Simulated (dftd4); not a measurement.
C$_{3}$H$_{9}$In (SMILES [CH3][In]([CH3])[CH3]), singlet, geometry from GFN2-xTB (such geometries of metal compounds can be far from the true shape).

Input for dftd4:
```
$ dftd4 mol.xyz --func pbe0 --charge 0 --json dftd4.json --noedisp --property

# file mol.xyz
13

In    -0.00027071     0.00058834    -0.00069908
C     -1.54741402    -1.60362658    -0.25516667
H     -1.47645898    -2.03150186    -1.25510468
H     -2.54532539    -1.18425536    -0.13021367
H     -1.39904443    -2.39480853     0.47847392
C     -0.16211960     1.91699700    -1.15548571
H      0.80256149     2.17280153    -1.59247574
H     -0.46352417     2.72452625    -0.48838330
H     -0.90066120     1.82322629    -1.95032013
C      1.71103614    -0.31596421     1.41393740
H      2.33646867     0.57422770     1.46297261
H      2.31750483    -1.15712290     1.07865522
H      1.33272866    -0.54035921     2.41094086
```

Question: Predict the dispersion energy from dftd4 with D4 for pbe0.

Answer: -3.97 kcal/mol

Question: Give the partial charges in atom order at the level D4 for pbe0.

Answer: In1 0.38, C2 -0.36, H3 0.08, H4 0.08, H5 0.08, C6 -0.36, H7 0.08, H8 0.08, H9 0.08, C10 -0.36, H11 0.08, H12 0.08, H13 0.08
